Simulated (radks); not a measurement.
Effect of the nuclear size on neutral tungsten, [Xe] 4f14 5d4 6s2. Method: Dirac Kohn-Sham, exchange-only LDA, spin-unpolarised, spherical densities, finite nucleus; open shells fill j = l - 1/2 first; Fermi nuclear charge, rms radius 5.3658 fm; computed with a radial shooting solver on a logarithmic mesh with Libxc functionals. The rms radius is varied about that value; shifts are against it.

[
 {"rms radius (fm)": "4.3731", "total energy shift (eV)": "-20.0", "density at nucleus (e/bohr^3)": "1.523e+06", "1s1/2 shift (meV)": "-8120", "2s1/2 shift (meV)": "-1140", "5s1/2 shift (meV)": "-10.4", "5p1/2 shift (meV)": "0.629", "6s1/2 shift (meV)": "-0.670", "5d3/2 shift (meV)": "0.652", "6p1/2 (empty) shift (meV)": "0.213"},
 {"rms radius (fm)": "5.1512", "total energy shift (eV)": "-4.56", "density at nucleus (e/bohr^3)": "1.439e+06", "1s1/2 shift (meV)": "-1850", "2s1/2 shift (meV)": "-260", "5s1/2 shift (meV)": "-2.37", "5p1/2 shift (meV)": "0.143", "6s1/2 shift (meV)": "-0.152", "5d3/2 shift (meV)": "0.148", "6p1/2 (empty) shift (meV)": "0.049"},
 {"rms radius (fm)": "5.3658", "total energy shift (eV)": "0", "density at nucleus (e/bohr^3)": "1.419e+06", "1s1/2 shift (meV)": "0.000", "2s1/2 shift (meV)": "0.000", "5s1/2 shift (meV)": "0.000", "5p1/2 shift (meV)": "0.000", "6s1/2 shift (meV)": "0.000", "5d3/2 shift (meV)": "0.000", "6p1/2 (empty) shift (meV)": "0.000"},
 {"rms radius (fm)": "5.5804", "total energy shift (eV)": "4.68", "density at nucleus (e/bohr^3)": "1.399e+06", "1s1/2 shift (meV)": "1900", "2s1/2 shift (meV)": "267", "5s1/2 shift (meV)": "2.43", "5p1/2 shift (meV)": "-0.147", "6s1/2 shift (meV)": "0.156", "5d3/2 shift (meV)": "-0.152", "6p1/2 (empty) shift (meV)": "-0.050"},
 {"rms radius (fm)": "6.0526", "total energy shift (eV)": "15.4", "density at nucleus (e/bohr^3)": "1.36e+06", "1s1/2 shift (meV)": "6240", "2s1/2 shift (meV)": "879", "5s1/2 shift (meV)": "8.00", "5p1/2 shift (meV)": "-0.482", "6s1/2 shift (meV)": "0.515", "5d3/2 shift (meV)": "-0.501", "6p1/2 (empty) shift (meV)": "-0.164"}
]

Slopes of the eigenvalues against <r^2> in GHz/fm^2, as finite differences over the two radii next to the reference (eigenvalue slopes, not the field-shift constants of lines): 1s1/2 197000, 2s1/2 27700, 5s1/2 252, 5p1/2 -15.2, 6s1/2 16.2, 5d3/2 -15.8, 6p1/2 (empty) -5.17.
